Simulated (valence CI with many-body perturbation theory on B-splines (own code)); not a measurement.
**E1 transitions of Pm¹²⁺**

Level of theory: relativistic CI+MBPT: three valence electrons over a frozen Dirac-Fock core [Kr] 4d10, radial functions for each j: 7 s, 7 p, 7 d, 7 f, 4 g, 2 h, with the one-electron correlation potential Σ1 (screened to all orders), the two-electron term Σ2, the three-electron term Σ3, Breit, model QED; selected single and double excitations, second order for the rest, scaled by the run's own slope (own B-spline code, finite nucleus).

No measured levels were compared; by estimate terms of the open shell hold to a few per cent of their energy, and close levels can change places; configurations with another count of f electrons can be misplaced by thousands of cm⁻¹.

Lines 151 to 200 of 579 in falling wavelength, among levels below 483520 cm⁻¹, chosen from the strongest by gf and those to the six lowest levels. Wavelengths and rates use the calculated energies, so an error of 2000 cm⁻¹ moves a line at 50.94 nm by 1 % and its rate by three times that or more. Electric multipoles are in the length gauge, E1 and E2 with the static RPA response of the core. Weak lines are less certain than strong ones. Lines between different terms over intervals too small for the method are left out, as are lines whose strength nearly cancels. Where a level lies close to another of its J and parity, the split of strength between their lines is uncertain. The highest levels of a list are the least certain.

Names give the largest LS component (configuration and term), which can be under half, so a name can repeat, a term be missing and a line seem to break the LS rules; names also repeat where a configuration has a term twice. Letters in brackets count levels of one name in rising energy.

| λ vac (nm) | Upper | Lower | A (s⁻¹) | S (a.u.) |
| --- | --- | --- | --- | --- |
| 50.94 | 4f2 5p 2D°_5/2 [b] | 4f2 5s 2F_7/2 | 8.29e+08 | 3.25e-01 |
| 50.93 | 4f 5p2 2F°_7/2 [a] | 4f 5s 5p 2D_5/2 [a] | 1.14e+09 | 5.96e-01 |
| 50.86 | 4f 5p2 4D°_7/2 [a] | 4f 5s 5p 2G_7/2 [a] | 4.07e+09 | 2.11e+00 |
| 50.80 | 4f 5p2 4G°_9/2 | 4f 5s 5p 4G_11/2 | 1.77e+08 | 1.15e-01 |
| 50.80 | 4f 5p2 2D°_3/2 [b] | 4f 5s 5p 2D_3/2 [a] | 2.02e+09 | 5.23e-01 |
| 50.73 | 4f 5p2 4F°_3/2 | 4f 5s 5p 4D_3/2 | 2.03e+09 | 5.22e-01 |
| 50.68 | 4f2 5p 2G°_9/2 [a] | 4f2 5s 4H_7/2 | 1.32e+08 | 8.45e-02 |
| 50.53 | 4f 5p2 2G°_7/2 [a] | 4f 5s 5p 4F_7/2 [b] | 2.57e+09 | 1.31e+00 |
| 50.51 | 4f 5p2 4G°_5/2 [b] | 4f 5s 5p 4F_7/2 [b] | 2.13e+09 | 8.11e-01 |
| 50.40 | 4f2 5p 4D°_7/2 [a] | 4f2 5s 4H_9/2 | 4.39e+06 | 2.22e-03 |
| 50.38 | 5s 5p2 2D_3/2 | 5s2 5p 2P°_3/2 | 4.86e+08 | 1.23e-01 |
| 50.29 | 4f 5p2 4D°_5/2 | 4f 5s 5p 2F_7/2 [b] | 2.19e+09 | 8.23e-01 |
| 50.23 | 4f 5p2 2G°_9/2 [a] | 4f 5s 5p 2G_9/2 [a] | 2.23e+09 | 1.40e+00 |
| 50.17 | 4f 5p2 2G°_7/2 [b] | 4f 5s 5p 2G_9/2 [a] | 2.78e+09 | 1.39e+00 |
| 50.06 | 4f 5p2 2F°_5/2 [a] | 4f 5s 5p 4D_3/2 | 1.37e+09 | 5.08e-01 |
| 49.99 | 4f 5p2 2F°_5/2 [b] | 4f 5s 5p 2D_3/2 [a] | 2.39e+09 | 8.85e-01 |
| 49.93 | 4f 5p2 4D°_7/2 [a] | 4f 5s 5p 2F_5/2 [a] | 8.89e+08 | 4.37e-01 |
| 49.92 | 4f2 5p 4D°_7/2 [a] | 4f2 5s 4H_7/2 | 2.34e+06 | 1.15e-03 |
| 49.76 | 4f2 5p 2F°_5/2 [a] | 4f2 5s 4F_7/2 | 3.37e+08 | 1.23e-01 |
| 49.75 | 4f2 5p 2H°_9/2 [a] | 4f2 5s 4H_11/2 | 8.99e+06 | 5.46e-03 |
| 49.75 | 4f 5p2 4G°_5/2 [a] | 4f 5s 5p 4F_5/2 | 2.52e+09 | 9.20e-01 |
| 49.70 | 4f 5p2 4F°_9/2 [a] | 4f 5s 5p 4G_11/2 | 3.26e+09 | 1.98e+00 |
| 49.63 | 4f 5p2 4F°_3/2 | 4f 5s 5p 4D_5/2 | 2.42e+09 | 5.83e-01 |
| 49.61 | 4f 5p2 2G°_7/2 [b] | 4f 5s 5p 2D_5/2 [a] | 2.48e+08 | 1.20e-01 |
| 49.59 | 4f 5p2 4D°_7/2 [b] | 4f 5s 5p 4G_9/2 | 3.16e+09 | 1.52e+00 |
| 49.52 | 4f 5p2 2F°_7/2 [a] | 4f 5s 5p 2F_7/2 [b] | 1.35e+09 | 6.47e-01 |
| 49.51 | 4f 5p2 4G°_5/2 [a] | 4f 5s 5p 2F_7/2 [a] | 3.14e+09 | 1.13e+00 |
| 49.36 | 4f 5p2 2D°_3/2 [a] | 4f 5s 5p 4D_1/2 | 2.38e+09 | 5.65e-01 |
| 49.32 | 4f2 5p 2F°_7/2 [a] | 4f2 5s 4H_7/2 | 8.44e+06 | 4.00e-03 |
| 49.30 | 4f 5p2 4G°_9/2 | 4f 5s 5p 4G_9/2 | 3.09e+09 | 1.82e+00 |
| 49.22 | 4f 5p2 2D°_3/2 [c] | 4f 5s 5p 2D_3/2 [b] | 1.85e+09 | 4.37e-01 |
| 49.08 | 4f2 5p 2H°_9/2 [a] | 4f2 5s 4H_9/2 | 1.01e+07 | 5.90e-03 |
| 49.04 | 4f 5p2 4D°_1/2 | 4f 5s 5p 4D_1/2 | 1.40e+09 | 1.63e-01 |
| 49.02 | 4f 5p2 4G°_5/2 [a] | 4f 5s 5p 4F_3/2 | 2.26e+09 | 7.88e-01 |
| 48.98 | 4f 5p2 2F°_5/2 [a] | 4f 5s 5p 4D_5/2 | 3.30e+08 | 1.15e-01 |
| 48.89 | 4f 5p2 4G°_9/2 | 4f 5s 5p 4F_7/2 [b] | 5.05e+08 | 2.91e-01 |
| 48.86 | 4f 5s 5p 4F_7/2 [b] | 4f 5s2 2F°_7/2 | 1.64e+08 | 7.54e-02 |
| 48.76 | 4f 5p2 4F°_9/2 [b] | 4f 5s 5p 2G_9/2 [b] | 3.83e+08 | 2.19e-01 |
| 48.67 | 4f 5p2 4D°_7/2 [a] | 4f 5s 5p 4F_9/2 | 4.77e+09 | 2.17e+00 |
| 48.64 | 4f 5p2 2D°_3/2 [b] | 4f 5s 5p 2D_5/2 [a] | 1.88e+09 | 4.28e-01 |
| 48.62 | 4f2 5p 2H°_9/2 [a] | 4f2 5s 4H_7/2 | 9.30e+07 | 5.27e-02 |
| 48.53 | 4f 5p2 4G°_11/2 [a] | 4f 5s 5p 4G_11/2 | 3.92e+09 | 2.65e+00 |
| 48.46 | 4f 5s 5p 4G_9/2 | 4f 5s2 2F°_7/2 | 2.08e+07 | 1.17e-02 |
| 48.40 | 4f 5p2 4D°_1/2 | 4f 5s 5p 4D_3/2 | 3.41e+09 | 3.82e-01 |
| 48.37 | 4f 5p2 4G°_5/2 [a] | 4f 5s 5p 4F_7/2 [a] | 1.46e+09 | 4.89e-01 |
| 48.35 | 4f 5p2 4G°_11/2 [b] | 4f 5s 5p 2G_9/2 [b] | 3.24e+09 | 2.17e+00 |
| 48.35 | 4f 5p2 2G°_9/2 [b] | 4f 5s 5p 2G_9/2 [b] | 4.69e+08 | 2.62e-01 |
| 48.34 | 4f 5p2 2F°_5/2 [a] | 4f 5s 5p 4F_7/2 [b] | 5.66e+08 | 1.89e-01 |
| 48.33 | 4f 5p2 2G°_9/2 [a] | 4f 5s 5p 2F_7/2 [b] | 4.45e+08 | 2.48e-01 |
| 48.28 | 4f 5p2 2G°_7/2 [b] | 4f 5s 5p 2F_7/2 [b] | 2.71e+08 | 1.20e-01 |
